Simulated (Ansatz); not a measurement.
Species: C₄H₂BrSe (charge 0, doublet). It need not be the lowest isomer of its formula. 
Geometry from a B3LYP-D3(BJ)/def2-TZVP (Ansatz, a quantum-chemistry and plane-wave program) optimisation:
```xyz
8

Br     2.1252    -1.0538    -0.3044
C      0.3815    -0.3343    -0.1118
C      0.1237     0.8938     0.3584
Se    -1.6794     1.3294     0.4361
C     -1.9635    -0.4026    -0.2607
C     -0.8025    -1.0717    -0.4638
H     -2.9655    -0.7521    -0.4504
H     -0.7530    -2.0774    -0.8572
```
Charge 0, spin multiplicity 2.

Total electronic energies in hartree. Valence correlation only, unless marked. UHF or UKS for open shells. Spin-orbit coupling is left out. The frozen core is the preceding noble-gas configuration, with the filled d and f shells of earlier blocks. No relativistic terms. CBS marks a two-point X^-3 extrapolation of the correlation energy; Hartree-Fock from the larger set.

The UHF reference is spin-contaminated (<S^2> 0.45 over the pure value in the largest basis). 

```csv
level,program,energy (Eh)
RI-HF/cc-pVQZ,Ansatz,-5124.95087
SVWN5/def2-TZVPD,Ansatz,-5120.93553
BLYP-D3(BJ)/def2-TZVPD,Ansatz + dftd3,-5129.30747
revPBE-D4/def2-TZVPD,Ansatz + dftd4,-5128.85687
revPBE/def2-TZVPD,Ansatz,-5128.82479
r2SCAN/def2-TZVPD,Ansatz,-5129.17004
r2SCAN-D4/def2-TZVPD,Ansatz + dftd4,-5129.17257
B3LYP-D3(BJ)/def2-TZVPD,Ansatz + dftd3,___
PBE0/def2-SVP,Ansatz,___
PBE0-D3(BJ)/def2-TZVP,Ansatz + dftd3,-5128.52262
PBE0/def2-TZVPD,Ansatz,-5128.51469
BHLYP-D4/def2-TZVPD,Ansatz + dftd4,-5129.16995
r2SCANh-D4/def2-TZVPD,Ansatz + dftd4,-5129.15978
HSE06-D4/def2-TZVPD,Ansatz + dftd4,-5128.52289
CAM-B3LYP-D4/def2-TZVPD,Ansatz + dftd4,-5129.44329
RPA@PBE/cc-pVTZ,Ansatz,-5126.31290
"RI-MP2/CBS(cc-pVTZ,cc-pVQZ)",Ansatz,-5125.9435
SCS-MP2/cc-pVDZ,Ansatz,-5125.40638
CCSD/cc-pVDZ,Ansatz,-5125.49434
CCSD/cc-pVQZ,Ansatz,-5125.94008
CCSD(T)/STO-3G,Ansatz,-5069.21696
CCSD(T)/cc-pVTZ,Ansatz,-5125.91768
"CCSD(T)/CBS(cc-pVTZ,cc-pVQZ)",Ansatz,-5126.0461
```

Some entries are withheld; supply them.


- B3LYP-D3(BJ)/def2-TZVPD, energy (Eh): -5129.35723
- PBE0/def2-SVP, energy (Eh): -5127.74107
